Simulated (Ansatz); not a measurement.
The cluster Si4Ni⁺, relaxed as a doublet with UKS PBE-D4/def2-SVP in Ansatz, starting from the GFN1-xTB geometry. Force threshold 0.02 eV/Å.

Another isomer (doublet) lies 0.53 eV lower at PBE0-D4/def2-TZVP; other spin states weren't run for this one.

Start:

Cartesian coordinates in Å:
```
Ni -0.923 -1.229 1.085
Si -1.250 -1.493 -1.037
Si -0.042 0.520 -1.083
Si 1.712 1.817 -0.241
Si 0.503 0.385 1.275
```

**Question.** Estimate the energy that the relaxation releases and the steps that it takes.

**Answer.** 3.1 kcal/mol, in 8 steps; 16 s on 4 threads of Arm Neoverse V1 on a shared host. The force fell under the threshold at step 7, but the optimiser went on. No frequencies were taken in this run, so the end may be a saddle point.

**Question.** Does the start keep its bonding and symmetry?

**Answer.** By distances, no bond broke or formed. The bond that changes most is Ni1–Si3, from 2.92 to 2.46 Å (atoms count from 1).

**Question.** Predict the relaxed structure.

**Answer.** 
```xyz
5

Ni   -0.830   -1.115    0.934
Si   -1.416   -1.455   -1.149
Si    0.073    0.239   -0.910
Si    1.580    1.869   -0.247
Si    0.592    0.462    1.372
```
Bond lengths: 4 × Si–Si 2.27 to 2.36 Å; 3 × Ni–Si 2.17 to 2.46 Å.
